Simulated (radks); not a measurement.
Coherent X-ray form factor from a spherical all-electron density. All-electron calculation, non-relativistic Kohn-Sham, LB94 model potential, spin-polarised, spherical densities, point nucleus. Program: a radial shooting solver on a logarithmic mesh with Libxc functionals.

| sin(theta)/lambda (1/angstrom) | f0 (electrons) |
|---|---|
| 0.05 | 22.882 |
| 0.1 | 22.532 |
| 0.15 | 21.969 |
| 0.2 | 21.218 |
| 0.25 | 20.315 |
| 0.3 | 19.296 |
| 0.4 | 17.071 |
| 0.5 | 14.830 |
| 0.6 | 12.785 |
| 0.8 | 9.656 |
| 1 | 7.761 |
| 1.25 | 6.453 |
| 1.5 | 5.623 |
| 2 | 4.244 |

The species is in the configuration that NIST lists as its ground one. Which atom or ion scatters so?

Answer. The gallium ion Ga8+, [Ar] 3d5. Extrapolating in s^2 from the first two rows gives f0(0) = 23.0, near the electron count 23; among species with that count, the fall with angle is slower the higher Z, and the table is that of Z = 31; from so few rows the species is fixed only to a neighbour or two.
